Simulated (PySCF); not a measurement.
First SCF of a structure search on quartet ReSI₂, at a hand-made trigonal planar geometry. PySCF input:

```python
from pyscf import gto, scf, dft
mol = gto.M(atom='''
Re     0.000000     0.000000     0.000000
S     -1.065000    -1.844600     0.000000
I      2.640000     0.000000     0.000000
I     -1.320000     2.286300     0.000000''',
    basis={'Re': 'def2-SVP', 'S': 'def2-SVP', 'I': 'def2-SVP'},
    ecp={'Re': 'def2-SVP', 'I': 'def2-SVP'},
    charge=0, spin=3)
mf = dft.UKS(mol, xc='PBE0')
mf.grids.atom_grid = (50, 194)
aux = {'Re': 'def2-universal-JKFIT', 'S': 'def2-universal-JKFIT', 'I': 'def2-universal-JKFIT'}
mf = mf.density_fit(auxbasis=aux)
mf.conv_tol = 1e-08
mf.diis_space = 10
mf.max_cycle = 60
mf.init_guess = 'huckel'
mf.verbose = 4
mf.kernel()
```

Excerpt of the output (cycles alone):

```
init E= -1070.1497458581
cycle= 1 E= -1061.37868084076  delta_E= 8.77  |g|= 3.62  |ddm|= 6.55
cycle= 2 E= -1012.68060153919  delta_E= 48.7  |g|= 5.76  |ddm|= 13.4
cycle= 3 E= -1069.27512950571  delta_E= -56.6  |g|= 1.56  |ddm|= 11.8
cycle= 4 E= -1060.38811894426  delta_E= 8.89  |g|= 3.68  |ddm|=  6.6
cycle= 5 E= -1070.66317934284  delta_E= -10.3  |g|= 1.25  |ddm|= 5.68
cycle= 6 E= -1071.35714644338  delta_E= -0.694  |g|= 0.741  |ddm|= 0.811
cycle= 7 E= -1071.6724729337  delta_E= -0.315  |g|= 0.267  |ddm|= 0.631
cycle= 8 E= -1071.71561992767  delta_E= -0.0431  |g|= 0.07  |ddm|= 0.36
cycle= 9 E= -1071.7190056907  delta_E= -0.00339  |g|= 0.0173  |ddm|= 0.125
cycle= 10 E= -1071.71929182801  delta_E= -0.000286  |g|= 0.00527  |ddm|= 0.0258
cycle= 11 E= -1071.7193337333  delta_E= -4.19e-05  |g|= 0.00225  |ddm|= 0.0146
cycle= 12 E= -1071.71934363945  delta_E= -9.91e-06  |g|= 0.00144  |ddm|= 0.00658
cycle= 13 E= -1071.71934991819  delta_E= -6.28e-06  |g|= 0.000594  |ddm|= 0.00747
cycle= 14 E= -1071.71935079299  delta_E= -8.75e-07  |g|= 0.000322  |ddm|= 0.00255
cycle= 15 E= -1071.71935109035  delta_E= -2.97e-07  |g|= 0.000156  |ddm|= 0.00153
cycle= 16 E= -1071.71935118895  delta_E= -9.86e-08  |g|= 7.6e-05  |ddm|= 0.00103
cycle= 17 E= -1071.71935120656  delta_E= -1.76e-08  |g|= 1.43e-05  |ddm|= 0.000485
cycle= 18 E= -1071.71935120728  delta_E= -7.24e-10  |g|= 5.52e-06  |ddm|= 9.26e-05
Extra cycle  E= -1071.7193512073  delta_E= -1.77e-11  |g|= 8.57e-06  |ddm|= 2.27e-05
converged SCF energy = -1071.7193512073  <S^2> = 3.7978773  2S+1 = 4.0238674
```

No lower solution of this spin was found from smeared starts or by a stability analysis within the unrestricted form.

With open d or f shells other occupations or spin states may lie lower. No spin–orbit coupling is included, which matters more the heavier the element.

The search for the lowest solution, 3 starts and the stability check together, took 52 s on 2 threads of a shared Intel Xeon @ 2.70GHz host, with 102 basis functions; the process peaked at 0.51 GiB. Launch command: `OMP_NUM_THREADS=2 python axn.py task.json out`.
